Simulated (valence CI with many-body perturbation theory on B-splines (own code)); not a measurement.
Sensitivity of CI+MBPT for Ce19+

Calculated by configuration interaction combined with many-body perturbation theory (CI+MBPT): three valence electrons over a frozen Dirac-Fock core [Kr], radial functions for each j: 6 s, 6 p, 5 d, 5 f, 1 g, with the one-electron correlation potential Σ1, the two-electron term Σ2, the three-electron term Σ3, Breit, model QED; selected CI, second order for the rest, scaled by the run's own slope (own B-spline code, finite nucleus).

No measured spectrum was set against this ion. As an estimate, terms of the open shell hold to 2 to 4 % of their energy, and close levels can change places. Only levels of the ground parity were solved; by the run's estimate the other parity begins above the list, which can be wrong where configurations are misplaced.

The reference run has the lowest level (4d3/2^3) J=3/2 and an ionisation energy of 544.209 eV. Its largest variational space holds 2652 state functions.

Levels are named by their leading jj configuration (3d3/2^4 stands for four electrons in 3d with j = 3/2), which in mixed levels can hold well under half, so a name can repeat and another be missing. Letters in brackets count levels of one name in rising energy.

Changed runs:
A. size limit of the variational space 10000 → 1500
B. correlating orbitals by l 3 3 3 3 1 → 4 4 0 0 0
C. size limit of the variational space 10000 → 1500; second order for the rest on → off
D. start configuration 4d3 → 5d3 (bad on purpose)

Excitation energies of the reference run in cm⁻¹, and shifts in cm⁻¹:

```
                    Level  Reference         A       B         C
    (4d3/2^2 4d5/2) J=5/2      20977      -0.2    -217      +3.0
    (4d3/2^2 4d5/2) J=7/2      34934      -0.3     -47      +4.0
    (4d3/2^2 4d5/2) J=3/2      39005      -0.2    +524      +2.4
    (4d3/2^2 4d5/2) J=9/2      41744      +0.2    +292      -2.9
    (4d3/2^2 4d5/2) J=1/2      45594      +0.2    +493      -4.5
(4d3/2 4d5/2^2) J=7/2 [a]      65006      -0.8    +457       +10
    (4d3/2 4d5/2^2) J=9/2      68134      +0.2    +342      -3.1
(4d3/2 4d5/2^2) J=5/2 [a]      68305      -0.5    +401      +6.5
(4d3/2 4d5/2^2) J=3/2 [a]      78773      -0.3    +569      +3.3
    (4d3/2 4d5/2^2) J=1/2      83415      +0.2    +903      -4.1
   (4d3/2 4d5/2^2) J=11/2      87861      +0.2    +857      -3.4
(4d3/2 4d5/2^2) J=5/2 [b]      95229      -2.2    +894       +30
   Ionisation energy (eV)    544.209  +3.5e-05  -0.032  -0.00063
```

Run D: It gave no result: the start configuration must fill the lowest shells above the core. The program said: "5d is not the lowest shell of its kind above the core".
